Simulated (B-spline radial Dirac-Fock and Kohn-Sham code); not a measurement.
Photoemission from Te⁶⁺ at 12300 eV, detector at θ = 30°, φ = 0°

System: tellurium as Te⁶⁺, [Kr] 4d10. Method: Dirac-Hartree-Slater photoionisation with a Latter tail; cross sections with all multipoles, angular parameters from the dipole term and its interference with E2. Computed with a radial finite-basis atomic code. Thresholds are orbital energies of the model. For linearly polarised light dσ/dΩ = σ/(4π) [1 + β P₂(cos θ) + (δ + γ cos²θ) sin θ cos φ], with θ from the polarisation vector and φ the angle between the beam and the projection of the electron momentum on the plane normal to the polarisation. The dipole factor is 1 + βP₂ and the non-dipole term is the rest of the bracket. Open shells are filled statistically over j.

The run's input, task.json:

```json
{"items": [{
  "Z": 52,
  "q": 6,
  "cfg": [[1, 0, 2], [2, 0, 2], [2, 1, 6], [3, 0, 2], [3, 1, 6], [3, 2, 10], [4, 0, 2], [4, 1, 6], [4, 2, 10]],
  "A": 130,
  "rrms": 4.7423,
  "do": "xps",
  "hv": [60, 60.6, 61.4, 150, 199.0, 269.0, 296.0, 392.0, 600, 947.0, 1000, 1040.0, 1050.0, 1140.0, 1486.9, 1500.0, 1640.0, 2000, 2150.0, 2400.0, 2770.0, 3110.0, 3510.0, 4510.0, 6000, 8800.0, 10900.0, 12000, 12300.0, 12700.0]
}]}
```

Run with: `python xray2_run.py task.json out`

```csv
subshell,threshold (eV),σ (kb),β,γ,δ,dipole factor,non-dipole term,dσ/dΩ (kb/sr)
2s,4992.0,4.73,1.99,0.26,0.000,2.244,+0.097,0.881
2p1/2,4696.1,3.64,1.33,1.41,0.097,1.832,+0.576,0.697
2p3/2,4417.2,6.00,1.39,1.52,0.095,1.868,+0.617,1.19
3s,1068.3,0.953,1.99,0.60,0.000,2.244,+0.225,0.187
3p1/2,944.4,0.600,1.26,1.54,0.091,1.788,+0.624,0.115
3p3/2,891.8,1.00,1.31,1.63,0.089,1.819,+0.655,0.198
3d3/2,670.8,0.139,0.70,1.69,0.370,1.436,+0.820,0.0250
3d5/2,659.6,0.189,0.66,1.66,0.390,1.410,+0.816,0.0334
4s,250.4,0.204,1.99,0.67,0.000,2.244,+0.251,0.0406
4p1/2,206.8,0.115,1.24,1.56,0.091,1.777,+0.631,0.0221
4p3/2,196.6,0.192,1.29,1.64,0.088,1.808,+0.660,0.0378
4d3/2,125.7,0.0231,0.68,1.67,0.369,1.423,+0.811,0.00410
4d5/2,124.0,0.0311,0.64,1.63,0.388,1.397,+0.806,0.00546
```
